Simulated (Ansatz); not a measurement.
Geometry optimisation, RKS BLYP/def2-SVP (Ansatz).

input.yaml

```yaml
crystal:
  periodic: [false, false, false]
  atoms:
    - { symbol: "N", position_ang: [2.1203, -1.3023, 1.1023] }
    - { symbol: C, position_ang: [1.1702, -0.7048, 0.6162] }
    - { symbol: Sn, position_ang: [-0.4833, 0.3043, -0.2533] }
    - { symbol: F, position_ang: [-1.7168, -0.9789, -0.7979] }
    - { symbol: H, position_ang: [0.0975, 1.2053, -1.6497] }
    - { symbol: H, position_ang: [-1.1458, 1.4123, 0.9364] }
basis:
  gaussian: { orbitals: def2-SVP }
hamiltonian:
  xc: blyp
relax:
  f_tol: 0.02
  max_steps: 50
```

Launched with:

```bash
$ ansatz run input.yaml --threads 1 --pin off --max-ram 2048MiB --backend cpu --events-out ev --progress --plain --runs-dir out
```

Question: Where does it end, and by what steps?

Answer: The forces met the threshold. After 3 steps the energy has fallen by 0.313 eV; Sn3 moved furthest, 0.11 Å.

```
step  energy less start (eV)  largest force component (eV/Å)  accepted
   0                  0.0000                           3.839       yes
   1                 -0.2859                           0.355       yes
   2                 -0.3129                           0.087       yes
   3                 -0.3134                           0.019       yes
```

```xyz
6
Properties=species:S:1:pos:R:3
N 2.086 -1.296 1.092
C 1.192 -0.701 0.619
Sn -0.435 0.402 -0.251
F -1.732 -0.970 -0.784
H 0.116 1.155 -1.697
H -1.185 1.346 0.976
```

Time of the run: 5.8 s on 1 thread of Intel(R) Xeon(R) Platinum 8488C (Sapphire Rapids), with other jobs on the host, peak memory 0.16 GiB.
